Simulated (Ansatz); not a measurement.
Geometry optimisation, RKS B3LYP-D4/def2-SVP in Ansatz.

Input file:

```yaml
crystal:
  periodic: [false, false, false]
  atoms:
    - { symbol: C, position_ang: [-0.51861, 1.3902, 0.85351] }
    - { symbol: S, position_ang: [-0.44396, -0.17066, 1.24409] }
    - { symbol: Si, position_ang: [0.43781, -1.25704, -0.66965] }
    - { symbol: Cl, position_ang: [0.61351, 0.13657, -2.04757] }
    - { symbol: H, position_ang: [-0.89176, 2.10072, 1.57952] }
    - { symbol: H, position_ang: [-0.21335, 1.77205, -0.11135] }
    - { symbol: H, position_ang: [-0.63466, -2.22629, -0.81146] }
    - { symbol: H, position_ang: [1.65101, -1.74555, -0.03709] }
total_charge: 1
basis:
  gaussian: { orbitals: def2-SVP }
hamiltonian:
  xc: b3lyp
  dispersion: d4
relax:
  f_tol: 0.015
  max_steps: 40
output:
  orbitals: {}
```

Launched with:

```bash
$ ansatz run input.yaml --threads 1 --pin off --max-ram 2048MiB --backend cpu --events-out ev --progress --plain --runs-dir out
```

Question: Where does it end, and by what steps?

Answer: It converged. Limits of this set-up: the dipole of an ion depends on the origin. After 10 steps the energy has fallen by 0.107 eV; Si3 moved furthest, 0.07 Å.

```json
{"step": "0", "energy less start (eV)": "0.0000", "largest force component (eV/Å)": "1.516", "accepted": "yes"}
{"step": "1", "energy less start (eV)": "-0.0794", "largest force component (eV/Å)": "0.443", "accepted": "yes"}
{"step": "2", "energy less start (eV)": "0.2224", "largest force component (eV/Å)": "2.767", "accepted": "no"}
{"step": "3", "energy less start (eV)": "-0.0956", "largest force component (eV/Å)": "0.256", "accepted": "yes"}
{"step": "4", "energy less start (eV)": "-0.0419", "largest force component (eV/Å)": "0.924", "accepted": "no"}
{"step": "5", "energy less start (eV)": "-0.1046", "largest force component (eV/Å)": "0.100", "accepted": "yes"}
{"step": "6", "energy less start (eV)": "-0.1058", "largest force component (eV/Å)": "0.092", "accepted": "yes"}
{"step": "7", "energy less start (eV)": "-0.1061", "largest force component (eV/Å)": "0.078", "accepted": "yes"}
{"step": "8", "energy less start (eV)": "-0.1062", "largest force component (eV/Å)": "0.052", "accepted": "yes"}
{"step": "9", "energy less start (eV)": "-0.1064", "largest force component (eV/Å)": "0.057", "accepted": "yes"}
{"step": "10", "energy less start (eV)": "-0.1066", "largest force component (eV/Å)": "0.009", "accepted": "yes"}
```

```xyz
8
Properties=species:S:1:pos:R:3
C -0.528 1.402 0.846
S -0.409 -0.159 1.280
Si 0.422 -1.264 -0.597
Cl 0.642 0.155 -2.040
H -0.904 2.116 1.592
H -0.252 1.771 -0.152
H -0.664 -2.228 -0.858
H 1.694 -1.794 -0.071
```

Time of the run: 15 s on 1 thread of AMD EPYC 9R45 96-Core Processor (Zen 5), on a shared host, peak memory 0.2 GiB.
